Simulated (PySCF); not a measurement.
A GIAO shielding run with PySCF 2.14 (density fitting, non-relativistic, gas phase) on SMILES CC1=CP=C(N(C)C)S1, C$_{6}$H$_{10}$NPS:

```
$ OMP_NUM_THREADS=1 python probes_run.py task.json out

{"job": {"kind": "nmr", "xc": "PBE0", "basis": "pcSseg-1"}, "charge": 0, "multiplicity": 1}
C      1.555471    -0.409254     3.164545
C      1.097355    -0.583613     1.756425
C      1.474928    -1.546337     0.891622
P      0.809337    -1.557485    -0.745826
C     -0.175700    -0.163496    -0.446832
N     -1.068944     0.353837    -1.337326
C     -1.606669     1.674399    -1.135155
C     -1.003120    -0.141552    -2.687642
S     -0.047835     0.570220     1.126043
H      2.180914    -1.248793     3.459040
H      2.131111     0.511005     3.270140
H      0.702202    -0.349606     3.839949
H      2.182375    -2.308930     1.180669
H     -0.860341     2.458271    -1.314692
H     -1.965066     1.767810    -0.109300
H     -2.445725     1.824576    -1.812825
H     -0.093774     0.190283    -3.203539
H     -1.000396    -1.233194    -2.661969
H     -1.875927     0.201111    -3.240788
```

Hardware: 1 thread of an Arm Neoverse V1, shared host. The job also computes population analyses, field gradients, ring-centre shieldings.

Problem. How large is the calculation?

Solution. 84 electrons, 217 basis functions and 1164 auxiliary functions.

Problem. How long does it take?

Solution. 78 s of wall time, with 15 SCF cycles and 5 response iterations. Times on a shared host scatter by some tens of per cent.
